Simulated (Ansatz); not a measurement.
Two spin states of BRh, each at its own minimum; 2S+1 = 1, 3, 5 were tried, and our sources give no spin for the ground state. No spin–orbit coupling.

Each state is the lowest solution found for its spin in def2 and cc sets. The singlet is a restricted closed-shell determinant, which can mix singlet states where a π or δ shell is part-filled.

Codes used: Ansatz (Gaussian orbitals). Each number belongs to the level named beside it. In def2 rows elements past Kr take small-core potentials, without spin–orbit coupling.

### Question
One of these levels gives 90.1 kJ/mol for the energy of the multiplicity-3 state above the multiplicity-1 state. Which?
A. PBE0/def2-TZVPP
B. PBE/def2-TZVPP
C. wB97X-V/def2-TZVPP

### Answer
C, wB97X-V/def2-TZVPP. The others give 78.0 (PBE/def2-TZVPP), 68.7 (PBE0/def2-TZVPP)

Ansatz is an electronic-structure program.
